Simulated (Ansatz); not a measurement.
Geometry optimisation, RKS B3LYP-D4/STO-3G (Ansatz 0.2.0).

Input file:

```yaml
crystal:
  periodic: [false, false, false]
  atoms:
    - { symbol: C, position_ang: [-1.8572, 0.2049, 0.3835] }
    - { symbol: C, position_ang: [-0.408, 0.0805, 0.5968] }
    - { symbol: Cl, position_ang: [0.0125, 0.4331, 2.2866] }
    - { symbol: C, position_ang: [0.2448, -1.2199, -0.0619] }
    - { symbol: Si, position_ang: [1.8913, -0.5589, -0.5797] }
    - { symbol: Si, position_ang: [0.6707, 1.3272, -0.4606] }
    - { symbol: H, position_ang: [-2.4365, -0.5028, 0.942] }
    - { symbol: H, position_ang: [-2.1392, 0.1456, -0.69] }
    - { symbol: H, position_ang: [-2.2563, 1.2521, 0.739] }
    - { symbol: H, position_ang: [0.2331, -2.0846, 0.6479] }
    - { symbol: H, position_ang: [-0.3919, -1.5727, -0.9226] }
    - { symbol: H, position_ang: [2.9326, -0.727, 0.5172] }
    - { symbol: H, position_ang: [2.2677, -0.9878, -1.9259] }
    - { symbol: H, position_ang: [-0.022, 1.6963, -1.7218] }
    - { symbol: H, position_ang: [1.2365, 2.4632, 0.2789] }
basis:
  gaussian: { orbitals: STO-3G }
hamiltonian:
  xc: b3lyp
  dispersion: d4
relax:
  f_tol: 0.02
  max_steps: 40
scf:
  lower_state_search: "off"
```

Command:

```bash
$ ansatz run input.yaml --threads 1 --pin off --max-ram 2048MiB --backend cpu --events-out ev --progress --plain --runs-dir out
```

Problem. Where does it end, and by what steps?

Solution. It converged. Limits of this set-up: minimal basis. After 10 steps the energy has fallen by 0.845 eV; H12 moved furthest, 0.27 Å.

```json
{"step": "0", "energy less start (eV)": "0.0000", "largest force component (eV/Å)": "3.772", "accepted": "yes"}
{"step": "1", "energy less start (eV)": "-0.7639", "largest force component (eV/Å)": "1.085", "accepted": "yes"}
{"step": "2", "energy less start (eV)": "-0.8307", "largest force component (eV/Å)": "0.329", "accepted": "yes"}
{"step": "3", "energy less start (eV)": "-0.8408", "largest force component (eV/Å)": "0.098", "accepted": "yes"}
{"step": "4", "energy less start (eV)": "-0.8427", "largest force component (eV/Å)": "0.030", "accepted": "yes"}
{"step": "5", "energy less start (eV)": "-0.8436", "largest force component (eV/Å)": "0.032", "accepted": "yes"}
{"step": "6", "energy less start (eV)": "-0.8441", "largest force component (eV/Å)": "0.027", "accepted": "yes"}
{"step": "7", "energy less start (eV)": "-0.8446", "largest force component (eV/Å)": "0.035", "accepted": "yes"}
{"step": "8", "energy less start (eV)": "-0.8450", "largest force component (eV/Å)": "0.034", "accepted": "yes"}
{"step": "9", "energy less start (eV)": "-0.8452", "largest force component (eV/Å)": "0.028", "accepted": "yes"}
{"step": "10", "energy less start (eV)": "-0.8453", "largest force component (eV/Å)": "0.015", "accepted": "yes"}
```

```xyz
15
Properties=species:S:1:pos:R:3
C -1.946 0.234 0.330
C -0.405 0.152 0.513
Cl -0.049 0.338 2.357
C 0.241 -1.226 0.035
Si 1.893 -0.563 -0.643
Si 0.756 1.362 -0.447
H -2.450 -0.578 0.877
H -2.192 0.139 -0.741
H -2.336 1.197 0.694
H 0.277 -1.971 0.842
H -0.387 -1.639 -0.771
H 3.007 -0.765 0.257
H 2.244 -1.069 -1.953
H 0.100 1.846 -1.644
H 1.225 2.492 0.324
```

Run time: 55 s on 1 thread of Intel(R) Xeon(R) Platinum 8259CL CPU @ 2.50GHz (Skylake/Cascade Lake) (shared host), peak memory 0.15 GiB.
